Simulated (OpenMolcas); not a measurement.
Mn5+.

```
Program             : OpenMolcas
Basis               : ANO-RCC-VQZP [7s6p4d3f2g1h]
Scalar Hamiltonian  : DKH2, point nucleus
Active space        : 8 electrons in 8 orbitals (RAS1 3p, at most 2 holes; RAS2 3d)
State averaging     : 2S+1 = 3 even, 10 roots; 2S+1 = 1 even, 15 roots
Spin-orbit coupling : state interaction with AMFI integrals over the reference wave functions, term energies averaged over their components
```

Two sets of levels on these reference wave functions, in cm⁻¹ above 3d² ³F₂: one from RASSCF and one from SS-RASPT2, IPEA 0.25 Eh, imaginary shift 0.1 Eh (closed shells correlated: 3s).

```tsv
Level	Set 1	Set 2
3d² ³F₂	0.0	0.0
3d² ³F₃	757	753
3d² ³F₄	1710	1707
3d² ¹D₂	15430	17230
3d² ³P₀	18440	20680
3d² ³P₁	18710	20950
3d² ³P₂	19320	21540
3d² ¹G₄	25730	29580
3d² ¹S₀	59580	61830
```

Which set is which?

Set 1 is SS-RASPT2. Its levels of the other terms of 3d² lie at 0.87 to 0.96 of the other set's values, as expected, since terms of lower spin or lower L gain more correlation energy than the Hund ground term. Against 7 measured levels (Corliss and Sugar, J. Phys. Chem. Ref. Data 6, 1253 (1977)) the mean absolute deviation is 340 cm-1 with it and 2100 cm-1 without; single levels miss by up to 690 cm-1 with it.

CASPT2 breaks the degeneracy within a term, and the mean is taken; among the terms shown or strongly mixed into the levels shown the widest spread is 310 cm-1 (3d² ¹G, SS-RASPT2). Active for correlation alone: 3p; no level in the range computed is led by a configuration that opens it, so any true level of that kind is missing. Without dynamic correlation excited terms often stand tens of per cent too high (terms of higher spin than the ground term too low), and those without a measured partner can miss by more than the paired ones (holds for RASSCF). Measured partners are found by configuration, term and J. A level has none where our copy of the source lacks it or the pairing is in doubt (some pairs that miss far off the trend of their configuration count as doubtful), and it then counts in no deviation. Only configurations of the active space appear.
